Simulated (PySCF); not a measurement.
C₂H₇O₂, SMILES OCC[OH2+], charge +1. Geometry optimised at PBE-D3(BJ)/def2-SVP. The isomer is the one that the SMILES or the coordinates give; other isomers of the formula were not compared. Other conformers were not sampled.

Give the equilibrium geometry at PBE-D3(BJ)/def2-SVP (PySCF confirms it by a frequency run) as a Z-matrix, and its point group. (The exact figures need the calculation; the answer reports its results.)

One answer among several that fit: point group C2.
```
C
H 1 1.1059
H 1 1.1083 2 110.49
O 1 1.4649 2 110.11 3 121.47
H 4 0.9814 1 113.16 2 -91.90
H 4 1.2273 5 117.92 1 107.33
O 6 1.2273 4 138.04 5 -129.90
H 7 0.9814 6 117.92 4 -129.90
C 7 1.4649 8 113.16 6 -107.33
H 9 1.1059 7 110.11 8 -91.90
H 9 1.1083 10 110.49 7 -121.47
```
Charge +1, spin multiplicity 1.
